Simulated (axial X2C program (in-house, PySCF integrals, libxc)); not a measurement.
## Pr⁺: configurations by level of theory

Calculated with an axial X2C code built on PySCF integrals, basis dyall-cv3z (cores contracted in-house), spin-free (one-electron X2C) and two-component (2c, atomic mean-field Coulomb and Gaunt terms). Energies in eV from the lowest row of each column (rows without correlated energies are left out; n/a marks j-coupled starts, which PBE0 does not hold); electrons by l are Mulliken totals of the Hartree–Fock solution, and PBE0 can relax to another configuration under the same block occupation. Coupled cluster uses truncated natural virtuals with an MP2 remainder. Frozen shells in the correlated columns: 4 s, 3 p, 2 d.

The low spin-free determinants:

```csv
electrons by l,"M_S, M_L",HF,MP2,CCSD(T),PBE0
s11 p24 d20 f3,"2, 5",0.00,0.00,0.00,0.04
s11 p24 d20 f3,"2, 6",0.06,0.05,0.05,0.27
s11 p24 d20 f3,"1, 5",0.09,0.10,0.09,0.21
s11 p24 d20 f3,"1, 6",0.15,0.15,0.14,0.44
s11 p24 d20 f3,"2, 3",0.39,0.29,0.17,0.00
s11 p24 d20 f3,"1, 3",0.49,0.39,0.26,0.17
s11 p24 d20 f3,"2, 0",0.97,0.72,0.36,0.22
```

And the two-component ones:

| electrons by l | 2M_J | HF | MP2 | CCSD(T) | PBE0 |
| --- | --- | --- | --- | --- | --- |
| s11 p24 d20 f3 | 6 | 0.00 | 0.00 | 0.00 | 0.00 |
| s11 p24 d20 f3 | 8 | 0.02 | 0.02 | 0.02 | 0.18 |
| s11 p24 d20 f3 | 8 | 0.09 | 0.10 | 0.09 | 0.17 |
| s11 p24 d20 f3 | 10 | 0.12 | 0.12 | 0.11 | 0.35 |
| s11 p24 d20 f3 | 2 | 0.47 | 0.36 | 0.24 | 0.04 |
| s11 p24 d20 f3 | 4 | 0.56 | 0.46 | 0.32 | 0.21 |
| s11 p24 d20 f3 | 14 | 0.41 | 0.40 | 0.41 | 0.43 |
| s11 p24 d20 f3 | 10 | 0.71 | 0.60 | 0.49 | 0.30 |

Spin-free rows of one term, and 2c rows of one J level, should be degenerate; broken spherical symmetry, the missing current term of PBE0 and determinants that mix terms or J levels spread them. The search is wide but not exhaustive and can miss a configuration; gaps between s and d configurations can be off by some tenths of an eV with this basis and core.

The run took 5.4 min on 1 thread of Arm Neoverse V2, with other jobs on the host.
